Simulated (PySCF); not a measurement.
**Vibration and rotation of Pb₂**

PBE0 constants of Pb₂, ³Σg⁻ (triplet), unpaired electrons π ↑↑ (PySCF, scalar-relativistic core potentials, basis sets Pb cc-pVTZ-PP with ECP60; masses 207.9766 and 207.9766 u):

| Quantity | Value |
| --- | --- |
| ωe | 140.0 cm⁻¹ |
| ωexe | 0.161 cm⁻¹ |
| Be | 0.019589 cm⁻¹ |
| αe | 3.39e-05 cm⁻¹ |
| De to Pb + Pb | 2.17 eV |

(1) What force constant and bond length do these constants imply?

(2) Estimate the centrifugal constant D from the Kratzer relation and find the Dunham coefficient a1.

These are scalar-relativistic numbers at best; spin–orbit coupling would shift them, the dissociation energy most. The state is the lowest determinant that a PBE0 search found; another state may lie lower at other levels.

Answers

(1) Reduced mass μred = 103.99 u; k = 5.8918×10⁻⁷·μred·ωe² (u, cm⁻¹, mdyn/Å) = 1.20 mdyn/Å; Re = √(16.8576/(μred·Be)) (u, cm⁻¹, Å) = 2.877 Å.

(2) D = 4Be³/ωe² = 1.53e-09 cm⁻¹; a1 = −1 − αeωe/(6Be²) = -3.06.
